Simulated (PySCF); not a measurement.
AlBi and its ions

M06-L; PySCF, scalar-relativistic core potentials, basis sets Al cc-pV(D+d)Z, Bi cc-pVDZ-PP with ECP60. Neutral (UKS): triplet (π ↑↑), Re = 2.860 Å, ωe = 227 cm⁻¹, De = 2.07 eV, HOMO -4.25 eV, LUMO -4.15 eV.

AlBi⁺ (UKS): quartet (σ ↑, π ↑↑), Re = 2.850 Å, ωe = 189 cm⁻¹. The energies at the minima are -457.13592 hartree for AlBi and -456.88671 for AlBi⁺.

(1) Work out the adiabatic ionisation energy, without and with harmonic zero-point energies (1 hartree = 27.2114 eV, 1 eV = 8065.5 cm⁻¹), and the change of the bond length.

Spin–orbit coupling is left out, which matters for elements this heavy, above all for dissociation energies. States were picked by a PBE0 search and need not be the measured ground states.

Results:

(1) At M06-L: 0.24921 hartree = 6.781 eV between the minima; the zero-point term (189.0 − 227.0)/2 cm⁻¹ = -0.002 eV makes it 6.779 eV. Re changes by -1.0 pm against the neutral. The electron leaves a σ orbital, and the small change of length marks it as nearly non-bonding.
